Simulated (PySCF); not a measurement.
Ground-state electric properties of a mixed set of molecules.

All values: PBE0/pcSseg-1 (PySCF) at GFN2-xTB geometries, gas phase, one conformer each.

Problem. Rank by dipole moment, lowest first.
A. `CC1=CC(F)(F)C1`
B. `[CH2:1]=[CH:2][SiH2:3][CH2:4][S:5][SiH2:6][Cl:7]` with C1–C2–Si3–C4 122°, C2–Si3–C4–S5 177°, Si3–C4–S5–Si6 75°, C4–S5–Si6–Cl7 35°
C. `[CH2:1]=[C:2]([CH3:3])[Si@H:4]([Cl:5])[S:6][SiH3:7]` with C1–C2–Si4–Cl5 -66°, C2–Si4–S6–Si7 177°
D. `[F:1][CH2:2][C:3]1=[C:4]([F:5])[CH2:6][CH2:7]1` with F1–C2–C3–C4 119°
E. `[CH3:1][O:2][SiH2:3][C:4]1=[CH:5][C@@H:6]1[C:7]#[N:8]` with C1–O2–Si3–C4 -63°, O2–Si3–C4–C5 8°

Solution. C (0.82 D), B (1.30 D), D (1.93 D), A (3.24 D), E (5.58 D).

Problem. Rank by the highest Hirshfeld charge on any atom, highest value first.
A. `FCC1=C(F)CC1`
B. `CO[SiH2]C1=C[C@@H]1C#N`
C. `C=C[SiH2]CS[SiH2]Cl`
D. `CC1=CC(F)(F)C1`

Solution. B (+0.421 e), C (+0.327 e), D (+0.176 e), A (+0.086 e).

Problem. Rank by HOMO energy, highest first.
A. `CO[SiH2]C1=C[C@@H]1C#N`
B. `FCC1=C(F)CC1`
C. `C=C[SiH2]CS[SiH2]Cl`
D. `FC1(F)CC(=C1)C`
E. `C=C(C)[Si@H](Cl)S[SiH3]`

Solution. C (-6.90 eV), B (-7.35 eV), E (-7.54 eV), D (-7.81 eV), A (-8.10 eV).

All values together:

```
                 SMILES     formula  μ (D)  HOMO (eV)  LUMO (eV)  lowest IAO charge (e)  highest IAO charge (e)  lowest Hirshfeld charge (e)  highest Hirshfeld charge (e)
C=C(C)[Si@H](Cl)S[SiH3]  C3H9ClSSi2   0.82      -7.54      -0.74             -0.439 (S)             +0.836 (Si)                   -0.169 (S)                   +0.330 (Si)
    C=C[SiH2]CS[SiH2]Cl  C3H9ClSSi2   1.30      -6.90      -0.68             -0.618 (C)             +0.765 (Si)                   -0.163 (C)                   +0.327 (Si)
           FCC1=C(F)CC1      C5H6F2   1.93      -7.35       0.22             -0.331 (F)              +0.284 (C)                   -0.132 (F)                    +0.086 (C)
         CC1=CC(F)(F)C1      C5H6F2   3.24      -7.81      -0.19             -0.440 (C)              +0.571 (C)                   -0.120 (F)                    +0.176 (C)
 CO[SiH2]C1=C[C@@H]1C#N    C5H7NOSi   5.58      -8.10      -1.17             -0.633 (O)             +1.026 (Si)                   -0.238 (N)                   +0.421 (Si)
```

Conformers: `[CH2:1]=[C:2]([CH3:3])[Si@H:4]([Cl:5])[S:6][SiH3:7]` with C1–C2–Si4–Cl5 -66°, C2–Si4–S6–Si7 177°; `[CH2:1]=[CH:2][SiH2:3][CH2:4][S:5][SiH2:6][Cl:7]` with C1–C2–Si3–C4 122°, C2–Si3–C4–S5 177°, Si3–C4–S5–Si6 75°, C4–S5–Si6–Cl7 35°; `[F:1][CH2:2][C:3]1=[C:4]([F:5])[CH2:6][CH2:7]1` with F1–C2–C3–C4 119°; `[CH3:1][O:2][SiH2:3][C:4]1=[CH:5][C@@H:6]1[C:7]#[N:8]` with C1–O2–Si3–C4 -63°, O2–Si3–C4–C5 8°.
